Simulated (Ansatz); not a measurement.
Cl₂IIn (`[Cl][In]([Cl])[I]`). Charge 0, multiplicity 1. In, I: def2 effective core potential. All single points use the PBE0-D4/def2-TZVP geometry.

```xyz
4

Cl    2.203    0.613    0.447
In    0.041   -0.030   -0.014
Cl   -0.243   -2.039   -1.100
I    -2.002    1.457    0.667
```

(1) What is the dipole moment at ωB97M-V/def2-TZVPP? (An estimate is asked.)

(2) And with PBE, r2SCAN, B3LYP? (Estimate.)

(3) Give the Mulliken charges with ωB97M-V, PBE, B3LYP in def2-TZVPP. (Estimate.)

Results:

(1) Computed: 1.25 D, with components (-0.97, 0.71, 0.32) D in this frame, pointing from negative to positive charge.

(2) The calculation gave: PBE 1.29 D, r2SCAN 1.31 D, B3LYP 1.33 D.

(3) Ansatz gave: 
```csv
atom,ωB97M-V,PBE,B3LYP
Cl1,-0.30,-0.30,-0.32
In2,0.77,0.79,0.84
Cl3,-0.30,-0.30,-0.32
I4,-0.17,-0.19,-0.20
```

B3LYP here is the variant with VWN-RPA as its local correlation; programs differ in this.
